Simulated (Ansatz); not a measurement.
Reaction (isomerisation): `B[SiH2]C(N)O` → `CB(N)[SiH2]O`

Program: Ansatz. Geometries: PBE0-D4/def2-TZVP. ΔE: electronic, gas phase. CCSD(T)/CBS is the MP2 limit (def2-TZVPP, def2-QZVPP) plus CCSD(T) − MP2 in def2-TZVPP, frozen cores. DFT in def2-TZVPP. B3LYP here is the variant with VWN-RPA as its local correlation; programs differ in this. Each species was taken in one conformer, which may not be the lowest.

| species | B3LYP energy (Eh) |
| --- | --- |
| `B[SiH2]C(N)O` | -487.29781 |
| `CB(N)[SiH2]O` | -487.45581 |

(1) Work out ΔE.

Largest T1 diagnostic among the species: 0.012.

## Answers

(1) ΔE = (-487.45581) − (-487.29781) = -0.15800 Eh = -99.1 kcal/mol. CCSD(T)/CBS gives -99.4 kcal/mol.

In def2-TZVPP, CCSD(T) changes the Hartree–Fock value by −0.8 kcal/mol (the triples alone add +0.0 kcal/mol) and MP2 by −4.1 kcal/mol. From PBE to PBE0 (25 % exact exchange), in def2-TZVPP and without D4, ΔE moves by −1.3 kcal/mol.
